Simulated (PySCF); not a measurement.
Species: C₃HO, charge -1, multiplicity 1. It need not be the lowest isomer of its formula. Whether it binds its extra electron was not tested at this geometry. 
Structure (B3LYP-D3(BJ)/def2-TZVP (Ansatz) minimum search):
```
C
C 1 1.2720
O 2 1.2123 1 172.25
C 1 1.3450 2 164.56 3 180.00
H 4 1.1169 1 109.29 2 180.00
```
Charge -1, spin multiplicity 1.

Dispersion corrections to the total energy (kcal/mol) from the dftd3 and dftd4 libraries through PySCF: D3(BJ) without and D4 with the three-body term, each with the damping fitted for the functional named.

```csv
functional,D3(BJ),D4
TPSSh,-1.92,[?]
B3LYP,-2.96,-3.22
LC-wPBE,-1.55,-2.21
PBE0,[?],-1.66
BP86,-2.64,-2.61
HF,-16.18,-7.93
revPBE,-4.40,[?]
```

Task: Complete the blanks.

Result: 
- TPSSh, D4: -2.45
- PBE0, D3(BJ): -1.43
- revPBE, D4: -6.97
